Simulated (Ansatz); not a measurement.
C2H2O, SMILES `C1=CO1` (charge 0, multiplicity 1).

Z-matrix (Å, degrees):
```
C
C 1 1.2595
H 1 1.0697 2 161.85
H 2 1.0697 1 161.85 3 0.00
O 1 1.4973 3 133.02 2 180.00
```
Charge 0, multiplicity 1.

Frozen-core energies in 6-31g from Ansatz (a program for electronic structure) at a geometry from B3LYP-D3(BJ)/def2-TZVP; the HF reference has <S^2> = 0.00 (restricted, and unstable towards unrestricted orbitals) and the T1 diagnostic is 0.013.

```csv
level,energy (Ha),difference from CCSDTQ (mHa)
HF,-151.50884,336.64
MP2,-151.81610,29.38
CCSD,-151.83325,12.23
CCSD(T),-151.84366,1.82
CCSDT,-151.84407,1.41
CCSDT(Q),-151.84564,-0.16
CCSDTQ,-151.84548,0.00
```
